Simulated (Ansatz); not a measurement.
[Ce(H2O)6]3+ (CeO₆H₁₂³⁺). Total charge 3; doublet. Geometry PBE-D4/def2-SVP; atoms count from 1.

```xyz
19

Ce    0.003   -0.001   -0.001
O     0.671    1.087    2.095
H     1.043    1.993    2.221
H     0.631    0.724    3.011
O    -0.675   -1.084   -2.097
H    -0.637   -0.719   -3.013
H    -1.050   -1.988   -2.224
O     2.271   -0.905   -0.259
H     3.046   -0.788    0.340
H     2.624   -1.471   -0.987
O    -2.266    0.898    0.257
H    -2.620    1.466    0.983
H    -3.043    0.776   -0.340
O     0.663    2.007   -1.249
H     0.114    2.796   -1.473
H     1.542    2.218   -1.645
O    -0.661   -2.004    1.253
H    -1.543   -2.214    1.643
H    -0.112   -2.791    1.484
```

In the def2 sets Ce takes a core potential; there is no spin–orbit coupling. With an open 4f shell the SCF may have ended on a state above the lowest.

Estimate the Mulliken populations from the PBE0/def2-TZVP orbitals of Ansatz.


| atom | charge (e) | spin (α − β) | d electrons |
| --- | --- | --- | --- |
| Ce1 | 1.89 | 1.01 | 10.60 |
| O2 | -0.68 | 0.00 | – |
| H3 | 0.43 | 0.00 | – |
| H4 | 0.43 | 0.00 | – |
| O5 | -0.68 | 0.00 | – |
| H6 | 0.43 | 0.00 | – |
| H7 | 0.43 | 0.00 | – |
| O8 | -0.68 | 0.00 | – |
| H9 | 0.43 | 0.00 | – |
| H10 | 0.43 | 0.00 | – |
| O11 | -0.68 | 0.00 | – |
| H12 | 0.43 | 0.00 | – |
| H13 | 0.43 | 0.00 | – |
| O14 | -0.68 | 0.00 | – |
| H15 | 0.43 | 0.00 | – |
| H16 | 0.43 | 0.00 | – |
| O17 | -0.68 | 0.00 | – |
| H18 | 0.43 | 0.00 | – |
| H19 | 0.43 | 0.00 | – |
Mulliken values depend strongly on the basis.

Where does the spin sit?

Summed by element: Ce 1.01, O -0.01, H 0.00, of 1 unpaired in all. Largest on single atoms: Ce1 1.01, O2 0.00, O8 0.00.

And the Mayer bond orders between heavy atoms (over 0.3)?

Ce1–O2 0.31 (2.45 Å); Ce1–O5 0.31 (2.46 Å); Ce1–O8 0.31 (2.45 Å); Ce1–O11 0.31 (2.45 Å); Ce1–O14 0.31 (2.45 Å); Ce1–O17 0.31 (2.45 Å).
